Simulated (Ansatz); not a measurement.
Ideal-gas functions of FH5SSi2, SMILES `F[SiH2]S[SiH3]` at 600 K and 1 bar, from an Ansatz frequency run at PBE0-D4/def2-TZVP.

Molar mass 112.28 g/mol, point group C1 (symmetry number 1), electronic degeneracy 1, moments of inertia 91.595, 246.849, 301.743 u Å². Harmonic wavenumbers (cm⁻¹, unscaled): 43, 63, 145, 252, 491, 528, 592, 625, 661, 742, 869, 886, 927, 942, 951, 952, 2230, 2247, 2252, 2256, 2269.

Use S(trans) = R[1.5 ln M + 2.5 ln T − 1.1517]; rotational temperatures θ = 24.2544 K / I; S(rot) = R[ln(√π/σ · √(T³/θAθBθC)) + 1.5]; for each mode x = 1.438777 ν̃/T, S = R[x/(eˣ − 1) − ln(1 − e⁻ˣ)] and H = RT x/(eˣ − 1); 1 cm⁻¹ = 0.0119627 kJ/mol; R = 8.31446 J/(mol·K).

Question: By hand: the entropy, in J/(mol·K).

Answer: Translation 182.3. Rotation: θ = 0.2648, 0.0983, 0.0804 K, giving 122.7. Vibration, mode by mode: 27.21, 24.04, 17.14, 12.63, 7.42, 6.89, 6.07, 5.69, 5.30, 4.54, 3.57, 3.45, 3.20, 3.11, 3.06, 3.05, 0.25, 0.24, 0.24, 0.24, 0.23, in all 137.6. Electronic 0.0. Sum 442.6 J/(mol·K).

Question: By hand: H − E and G − E in kJ/mol, counted from the electronic energy.

Answer: Zero-point energy ½ × 20923 × 0.0119627 = 125.1; thermal vibration 39.3; translation, rotation and pV give 4 RT = 20.0. H − E = 184.4 kJ/mol, and G − E = 184.4 − 600 × 442.6/1000 = -81.2 kJ/mol.

Vibration gives 31 % of the entropy, 68.4 J/(mol·K) of it from the modes under 150 cm⁻¹: soft modes count most, and the harmonic formula is weakest for them. The sum counts one conformer and one mirror image; others add a mixing term.
